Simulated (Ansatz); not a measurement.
`[O]=[W](=[O])([F])[F]` + H₂O → `[O]=[W](=[O])([OH])[F]` + H–F at 500 K and 1 bar (formal hydrolysis of a W–F bond).

Isolated molecules relaxed with PBE0-D4/def2-TZVP in Ansatz; ΔE leaves out vibrations. CCSD(T)/CBS is the MP2 limit (def2-TZVPP, def2-QZVPP) plus CCSD(T) − MP2 in def2-TZVPP, frozen cores. This one scheme is used for every species. Elements past krypton have def2 core potentials. For W outer-core shells are correlated without core-valence functions, which leaves a few kJ/mol of doubt a bond. One conformer a species, not always the lowest.

| species | CCSD(T)/CBS energy (Eh) | H − E (kJ/mol) | S (J/(mol·K)) |
| --- | --- | --- | --- |
| `[O]=[W](=[O])([F])[F]` | -417.08739 | 63.4 | 366.3 |
| H₂O | -76.37941 | 73.2 | 206.3 |
| `[O]=[W](=[O])([OH])[F]` | -393.06556 | 96.3 | 386.7 |
| H–F | -100.39570 | 39.4 | 188.7 |

H − E and S are ideal-gas, rigid-rotor, harmonic terms from PBE0-D4/def2-TZVP, for one conformer and one mirror image of each species. 1 Eh = 2625.50 kJ/mol, R = 8.31446 J/(mol·K).

Q: By hand: ΔE, ΔH, ΔS and ΔG.

A: ΔE = (-393.06556) + (-100.39570) − (-417.08739) − (-76.37941) = 0.00554 Eh = 14.5 kJ/mol. Δ(H − E) = 96.3 + 39.4 − 63.4 − 73.2 = -0.9, so ΔH = 13.6 kJ/mol. ΔS = 386.7 + 188.7 − 366.3 − 206.3 = 2.8 J/(mol·K). ΔG = 13.6 − 500 × (2.8)/1000 = 12.2 kJ/mol.

Q: By hand: the equilibrium constant, and the temperature at which ΔG would vanish if ΔH and ΔS stayed fixed.

A: log₁₀ K = −ΔG/(RT ln 10) = -1.3. ΔG = 0 at ΔH/ΔS = 4857 K, far beyond where these terms or the molecules hold.

The number of gas molecules stays the same, so ΔS is small and ΔH decides. A doubt of 5 kJ/mol in ΔE shifts log₁₀ K by 0.5 here. Other conformers and mirror images would add mixing entropy, several J/(mol·K) or more a flexible species. These are equilibria of isolated gas molecules and say nothing of rates. Largest T1 diagnostic: 0.023 (customary marks: 0.02 for closed shells, 0.045 for open ones).
